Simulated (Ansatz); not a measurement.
Basis-set extrapolation for CH5ClFNSi, SMILES `FCN[SiH2]Cl` (PBE0-D4/def2-TZVP geometry, frozen core, Ansatz 0.2.0). Multiplicity 1, RHF reference.

|  | def2-TZVPP | def2-QZVPP |
| --- | --- | --- |
| HF | -943.287871 | -943.318960 |
| MP2 correlation | -0.938975 | -1.019024 |
| CCSD(T) correlation | -1.020491 | not run |

Energies in hartree. Use E(X) = E(∞) + A·exp(−7.88·√X) for Hartree–Fock and E(X) = E(∞) + B·X^(−2.97) for correlation, with X = 3 and 4, and add CCSD(T) minus MP2 of the smaller set to the MP2 limit.

**Question.** What is the CCSD(T) energy at the basis-set limit?

**Answer.** HF limit: -943.318960 + (-0.031089) × 0.13774 = -943.32324. MP2 limit: -1.019024 + (-0.080049) × 0.74074 = -1.07832. Higher-order term: -1.020491 − (-0.938975) = -0.08152. Total: -944.48308 hartree, 4.75 eV below CCSD(T)/def2-TZVPP.
